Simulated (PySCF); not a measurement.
C3H10B (charge -1).
Structure used (GFN2-xTB), in Å, numbered top down from 1:
```xyz
14
C3H10B angstrom
C      2.0518   -0.0526    0.0322
B      0.5194   -0.6483    0.1768
C     -0.5634    0.5606   -0.1575
C     -2.0211    0.1227   -0.0535
H      2.2382    0.7779    0.7206
H      2.2539    0.3253   -0.9752
H      2.8139   -0.8107    0.2417
H      0.3603   -1.5765   -0.6109
H      0.3414   -1.0593    1.3198
H     -0.4000    0.9553   -1.1699
H     -0.4157    1.4095    0.5244
H     -2.2163   -0.6955   -0.7472
H     -2.7318    0.9320   -0.2762
H     -2.2313   -0.2409    0.9527
```

The closed-shell SCF was solved with PySCF and density fitting under several settings on one GFN2-xTB geometry (grid level 2 and gas phase unless stated).

| settings | basis functions | SCF cycles | E (Eh) | HOMO (eV) | LUMO (eV) |
| --- | --- | --- | --- | --- | --- |
| PBE0/pcSseg-1 | 118 | 12 | -144.9968 | -1.80 | 6.06 |
| OPBE/pcseg-1, start guess atom | 106 | 11 | -145.1105 | -0.40 | 5.53 |
| X3LYP/cc-pVDZ, IEF-PCM cyclohexane, level shift 0.3 Eh | 106 | 11 | -145.1635 | -3.78 | 4.32 |
| revPBE/aug-cc-pVDZ, IEF-PCM acetone, fitting basis def2-qzvpp-jkfit | 182 | 10 | -145.2530 | -4.89 | -0.11 |

Q: Estimate the rows for these settings: (1) mPW1PW91/pcJ-1, grid level 3; (2) wB97X/pcseg-1.

A: 
```json
{"settings": "mPW1PW91/pcJ-1, grid level 3", "basis functions": "208", "SCF cycles": "12", "E (Eh)": "-145.1877", "HOMO (eV)": "-1.87", "LUMO (eV)": "6.16"}
{"settings": "wB97X/pcseg-1", "basis functions": "106", "SCF cycles": "12", "E (Eh)": "-145.1409", "HOMO (eV)": "-4.24", "LUMO (eV)": "8.04"}
```

Q: Over all rows, what range does the HOMO–LUMO gap span?

A: From 4.78 eV (revPBE/aug-cc-pVDZ, IEF-PCM acetone, fitting basis def2-qzvpp-jkfit) to 12.28 eV (wB97X/pcseg-1). The functional of the narrowest has no exact exchange, that of the widest range-separated exact exchange.

Cycle counts include a coarse-grid stage where the run had one. Geometry: GFN2-xTB, one conformer.
